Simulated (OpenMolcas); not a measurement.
Multiconfigurational calculation on F3+

Input:

```
&GATEWAY
Coord
1

F 0.0 0.0 0.0
Basis=ANO-RCC-MB
Group=XYZ
NoMove
AngMom=0.0 0.0 0.0
AMFI
&SEWARD
&RASSCF
FileOrb=start.orb
Symmetry=1
Spin=3
nActEl=4 0 0
Inactive=1 0
Ras2=1 3
CIRoot=3 3 1
SDav=6
CIMx=300
Iter=120 100
PrWF=0.3
OrbListing=Nothing
MaxOrb=0
Atom
>>> COPY $Project.JobIph JOB001
&RASSCF
FileOrb=start.orb
Symmetry=1
Spin=1
nActEl=4 0 0
Inactive=1 0
Ras2=1 3
CIRoot=6 6 1
SDav=12
CIMx=300
Iter=120 100
PrWF=0.3
OrbListing=Nothing
MaxOrb=0
Atom
>>> COPY $Project.JobIph JOB002
&RASSCF
FileOrb=start.orb
Symmetry=2
Spin=5
nActEl=4 0 0
Inactive=1 0
Ras2=1 3
CIRoot=1 1 1
SDav=1
CIMx=300
Iter=120 100
PrWF=0.3
OrbListing=Nothing
MaxOrb=0
Atom
>>> COPY $Project.JobIph JOB003
&RASSCF
FileOrb=start.orb
Symmetry=2
Spin=3
nActEl=4 0 0
Inactive=1 0
Ras2=1 3
CIRoot=9 9 1
SDav=9
CIMx=300
Iter=120 100
PrWF=0.3
OrbListing=Nothing
MaxOrb=0
Atom
>>> COPY $Project.JobIph JOB004
&RASSCF
FileOrb=start.orb
Symmetry=2
Spin=1
nActEl=4 0 0
Inactive=1 0
Ras2=1 3
CIRoot=8 8 1
SDav=8
CIMx=300
Iter=120 100
PrWF=0.3
OrbListing=Nothing
MaxOrb=0
Atom
>>> COPY $Project.JobIph JOB005
&RASSI
NrOfJobIphs=5 3 6 1 9 8
1 2 3
1 2 3 4 5 6
1
1 2 3 4 5 6 7 8 9
1 2 3 4 5 6 7 8
IphNames
JOB001
JOB002
JOB003
JOB004
JOB005
EJob
SpinOrbit
DIPRint=1.0
SOCoupling=1000.0
Subsets=2
MEES
Property=10
'ANGMOM' 1 'ANGMOM' 2 'ANGMOM' 3 'MLTPL  1' 1 'MLTPL  1' 2 'MLTPL  1' 3
'AMFI' 1 'AMFI' 2 'AMFI' 3 'MLTPL  2' 6
SOProperty=3
'ANGMOM' 1 'ANGMOM' 2 'ANGMOM' 3
```

Launched by
```bash
OMP_NUM_THREADS=1 MOLCAS_MEM=1689 MOLCAS_PROJECT=a pymolcas a.inp > a.log  # once for each step of the input, in one work folder
```

A driver script runs the steps one by one and writes start.orb anew before each from the orbitals found so far.

Output, cut to the results:

```
--- SEWARD ---
Basis set label: F.ANO-RCC...2S1P.

      Electronic valence basis set:
      ------------------
      Associated Effective Charge   9.000000 au
      Associated Actual Charge      9.000000 au
      Nuclear Model: Point charge

      Shell  nPrim  nBasis  Cartesian Spherical Contaminant
         s      14       2        X
         p       9       1        X
                  Relativistic Douglas-Kroll-Hess integrals:
                    - DKH order of Hamiltonian: 2
                    - DKH order of Properties : 0
                  Atomic mean-field integrals
--- RASSCF ---
Wave function specifications:
      -----------------------------

      Number of closed shell electrons           2
      Number of electrons in active shells       4
      Max number of holes in RAS1 space          0
      Max nr of electrons in RAS3 space          0
      Number of inactive orbitals                1
      Number of active orbitals                  4
      Number of secondary orbitals               0
      Spin quantum number                      1.0
      State symmetry                             1
Orbital specifications:
      -----------------------

      Symmetry species                           1   2
                                                ag  au
      Frozen orbitals                            0   0
      Inactive orbitals                          1   0
      Active orbitals                            1   3
      RAS1 orbitals                              0   0
      RAS2 orbitals                              1   3
      RAS3 orbitals                              0   0
      Secondary orbitals                         0   0
      Deleted orbitals                           0   0
      Number of basis functions                  2   3
      Number of CSFs                             6
      Number of root(s) required                 3
      Iter CI   SX   CI       RASSCF       Energy    max ROT     max BLB   max BLB  Level Ln srch  Step   QN
          iter iter root      energy       change     param      element    value   shift minimum  type update
 Nr of preliminary CI iterations:   1
        1   1    2    0   -94.84788617    0.00E+00  -1.46E-02    1   2 1  8.41E-03*  0.00   0.00    SX    NO
        2   1    2    0   -94.84801528   -1.29E-04* -7.91E-04    1   2 1  4.58E-04*  0.00   0.00    SX    NO
        3   1    2    0   -94.84801566   -3.84E-07* -4.85E-05    1   2 1  2.80E-05   0.00   0.00    SX    NO
        4   1    2    0   -94.84801566   -1.44E-09  -2.99E-06    1   2 1  1.73E-06   0.00   0.00    SX    NO
      Convergence after  4 iterations
        5   1    2    0   -94.84801566   -5.46E-12  -2.99E-06    1   2 1  1.07E-07   0.00   0.00    SX    NO
      Natural orbitals and occupation numbers for root  1
      sym 1:   1.979889
      sym 2:   1.000000   0.020111   1.000000
      Natural orbitals and occupation numbers for root  2
      sym 1:   1.979889
      sym 2:   0.020111   1.000000   1.000000
      Natural orbitals and occupation numbers for root  3
      sym 1:   1.979889
      sym 2:   1.000000   1.000000   0.020111
::    RASSCF root number  1 Total energy:    -94.84801566
::    RASSCF root number  2 Total energy:    -94.84801566
::    RASSCF root number  3 Total energy:    -94.84801566
--- RASSCF ---
Wave function specifications:
      -----------------------------

      Number of closed shell electrons           2
      Number of electrons in active shells       4
      Max number of holes in RAS1 space          0
      Max nr of electrons in RAS3 space          0
      Number of inactive orbitals                1
      Number of active orbitals                  4
      Number of secondary orbitals               0
      Spin quantum number                      0.0
      State symmetry                             1
Orbital specifications:
      -----------------------

      Symmetry species                           1   2
                                                ag  au
      Frozen orbitals                            0   0
      Inactive orbitals                          1   0
      Active orbitals                            1   3
      RAS1 orbitals                              0   0
      RAS2 orbitals                              1   3
      RAS3 orbitals                              0   0
      Secondary orbitals                         0   0
      Deleted orbitals                           0   0
      Number of basis functions                  2   3
...
--- RASSI ---
SPIN-FREE ENERGIES:
  (Shifted by EMIN (a.u.) =        -94.8480156639)

 SF State       Relative EMIN(au)   Rel lowest level(eV)    D:o, cm**(-1)      L_eff

     1             0.0000000000        0.0000000000              0.0000         1.0
     2             0.0000000000        0.0000000000              0.0000         1.0
     3             0.0000000000        0.0000000000              0.0000         1.0
     4             0.0895384776        2.4364660971          19651.4244         2.0
     5             0.0895384776        2.4364660971          19651.4244         2.0
     6             0.0895384776        2.4364660971          19651.4244         2.0
     7             0.0895384776        2.4364660971          19651.4244         2.0
     8             0.0895384776        2.4364660971          19651.4244         2.0
     9             0.1721136925        4.6834521649          37774.5892         0.0
    10             0.4537161428       12.3462452069          99579.1832         0.0
    11             0.7647989522       20.8112396884         167853.9681         2.0
    12             0.7647989522       20.8112396884         167853.9681         2.0
    13             0.7647989522       20.8112396884         167853.9681         2.0
    14             0.7647989522       20.8112396884         167853.9681         2.0
    15             0.7647989522       20.8112396884         167853.9681         2.0
    16             0.8543374116       23.2477052921         187505.3885         1.0
    17             0.8543374116       23.2477052921         187505.3885         1.0
    18             0.8543374116       23.2477052921         187505.3885         1.0
    20             1.1179141918       30.4199948637         245353.8051         2.0
    21             1.1179141918       30.4199948637         245353.8051         2.0
    22             1.1179141918       30.4199948637         245353.8051         2.0
...
```

Levels above the lowest, from the spin-orbit matrix, grouped by J:

```
Configuration  Term  J  E (cm⁻¹)  Measured (cm⁻¹)  Term weight %
      2s² 2p²    ³P  0       0.0              0.0            100
      2s² 2p²    ³P  1       136              225            100
      2s² 2p²    ³P  2       398              613            100
      2s² 2p²    ¹D  2     19921            25241            100
      2s² 2p²    ¹S  0     38046            53544            100
       2s 2p³   ⁵S°  2     99846                             100
       2s 2p³   ³D°  2    168119           147889            100
       2s 2p³   ³D°  1    168119           147902            100
       2s 2p³   ³D°  3    168121           147842            100
       2s 2p³   ³P°  0    187773                             100
       2s 2p³   ³P°  1    187774           175242            100
       2s 2p³   ³P°  2    187776           175237            100
       2s 2p³   ¹D°  2    245622                             100
       2s 2p³   ³S°  1    254953                             100
       2s 2p³   ¹P°  1    265278           257390            100
```

Against the 10 measured excited levels shown (Moore, Atomic Energy Levels, vol. I, NSRDS-NBS 35 (1971 reprint of NBS Circular 467, 1949)) the mean absolute deviation is 11000 cm-1; the largest miss in energy is 2s 2p³ ³D°₃: computed 168121, measured 147842 cm⁻¹ (+13.7 %), and the largest in proportion 2s² 2p² ³P₁ (-39.8 %).

The basis is small and was not contracted for so high a charge. Measured partners are found by configuration, term and J. A level has none where our copy of the source lacks it or the pairing is in doubt (some pairs that miss far off the trend of their configuration count as doubtful), and it then counts in no deviation. Only configurations of the active space appear. The first state left out of the spin-orbit step lies near 390000 cm-1 above the lowest spin-free state of the reference (among the parities and spins computed), and the list stops at four fifths of that energy or lower.

The term weight is that of the spin-free term in the level, not the purity of its configuration. ° marks odd parity.
